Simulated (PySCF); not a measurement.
BF2H4NSi.
SMILES: `N[SiH2]B(F)F`

The calculation used MP2 and CCSD/aug-cc-pVDZ in PySCF, restricted Hartree–Fock reference, 9 core orbitals frozen, non-relativistic, gas phase, PBE0-D3(BJ)/def2-SVP geometry.

E(HF) = -569.44003 Eh.

**Question.** How large is the problem?

**Answer.** 155 basis functions and 48 electrons; 9 orbitals frozen, which leaves o = 15 correlated occupied and v = 131 virtual orbitals. That is o·v = 1965 singles and o·v(o·v + 1)/2 = 1931595 distinct closed-shell doubles amplitudes before symmetry; the costliest CCSD step grows as o²v⁴ = 6.6 × 10^10.

**Question.** What are the MP2 and CCSD correlation energies?

**Answer.** MP2 -0.7696 Eh and CCSD -0.8058 Eh, which gives totals of -570.20968 and -570.24586 Eh. That is 0.731 eV for each correlated electron at CCSD (2116 kJ/mol in all, 0.141 % of the total energy); MP2 gives 95.5 % of the CCSD value.

**Question.** What is the T1 diagnostic?

**Answer.** 0.0144, below the customary warning level of 0.02. It is the norm of the spatial-orbital singles amplitudes over the root of the number of correlated electrons, so the norm is 0.079.

**Question.** How does correlation change the dipole moment?

**Answer.** HF gives 2.14 D and CCSD (unrelaxed density) 1.93 D, a change of -0.21 D.

Connected triples and the basis-set limit are missing.

The values belong to the conformer `[NH2:1][SiH2:2][B:3]([F:4])[F:5]`: N1–Si2–B3–F4 17°, H–N1–Si2–B3 -38°, H–N1–Si2–B3 179°.
